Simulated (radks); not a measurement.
Coulomb parameter of the 5d shell of the lutetium ion Lu+ in the model configuration [Xe] 4f14 5d0.5 6s1.5, as a second difference U = [E(n + 0.5) + E(n - 0.5) - 2 E(n)] / (0.5)^2 with all orbitals relaxed. "Bare": the charge of the atom changes with n. "Screened": the 6s shell takes up the change at fixed total charge, which measures U(5d,5d) + U(6s,6s) - 2 U(5d,6s). All-electron calculation, scalar-relativistic Kohn-Sham, BLYP, spin-unpolarised, spherical densities, finite nucleus; Fermi nuclear charge, rms radius 5.37 fm. Program: a radial shooting solver on a logarithmic mesh with Libxc functionals.

| case | configuration | E - E(n) (eV) |
|---|---|---|
| start | [Xe] 4f14 5d0.5 6s1.5 | 0.000 |
| bare +0.5 | [Xe] 4f14 5d1 6s1.5 | -3.224 |
| bare -0.5 | [Xe] 4f14 6s1.5 | 5.294 |
| screened +0.5 | [Xe] 4f14 5d1 6s1 | 1.141 |
| screened -0.5 | [Xe] 4f14 6s2 | -1.011 |

U(bare) = 8.280 eV, U(screened by 6s) = 0.522 eV, against the Slater integral F0(5d,5d) = 10.176 eV with frozen orbitals.
